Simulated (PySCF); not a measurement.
All values below come from PySCF 2.14.0 with ωB97X-D3(BJ)/def2-TZVP // PBE0-D3(BJ)/def2-TZVP. All species are isolated molecules in the gas phase. One relaxed conformer stands for a flexible species; it need not be the lowest. Excitations are Tamm–Dancoff values on a coarser integration grid. The basis has no diffuse functions, so Rydberg states are missing or too high.

Reference species (SMILES): `BrB(Br)Br` (neutral, multiplicity 1).

```json
{
  "brightest of the four lowest singlets (TDA)": "6.40 eV",
  "S1 oscillator strength": "0.000"
}
```

Changed species: `OB(Br)Br` (H–O–B–Br torsion 0°) (1 of 3 Br replaced by OH; the reference has 0 of 3 Br replaced by OH).

Predict the effect on the brightest of the four lowest singlets (TDA) and S1 oscillator strength.

the brightest of the four lowest singlets (TDA) increases by 0.97 eV, to 7.37 eV; the S1 oscillator strength hardly moves.
